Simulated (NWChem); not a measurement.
BeSiH4S; SMILES [SiH3][Be][SH]

```xyz
7

Be    -0.0663     0.1647     0.0039
S     -0.1117     2.0792    -0.0031
H      1.2409     2.1575    -0.0052
Si    -0.0096    -2.0112     0.0027
H     -0.9702    -2.5958    -0.9891
H     -0.3514    -2.5927     1.3415
H      1.3534    -2.5237    -0.3596
```
Atoms are numbered in this order, from 1.

Level: PBE0/def2-SVP (NWChem), optimised geometry, unscaled harmonic frequencies. 

Question: List the harmonic frequencies with IR intensities, and the thermochemistry.

Answer: 
```csv
frequency (cm⁻¹),IR intensity (km/mol)
16,15.9
159,21.5
161,13.6
310,2.2
454,2.2
488,1.4
613,4.9
861,248.1
934,33.9
937,37.2
940,60.7
2201,62.9
2207,78.1
2210,88.7
2693,2.5
```

```yaml
zero_point_energy: 21.7 kcal/mol
thermal correction to the enthalpy at 298.15 K (with zero-point energy): 26.2 kcal/mol
heat capacity Cv: 18.9 cal/(mol K)
entropy at 298.15 K and 1 atm (symmetry number 1): 79.5 cal/(mol K)
dipole_moment: 0.97 D
```

Rigid rotor and harmonic oscillator; modes under 100 cm⁻¹ make the entropy uncertain.
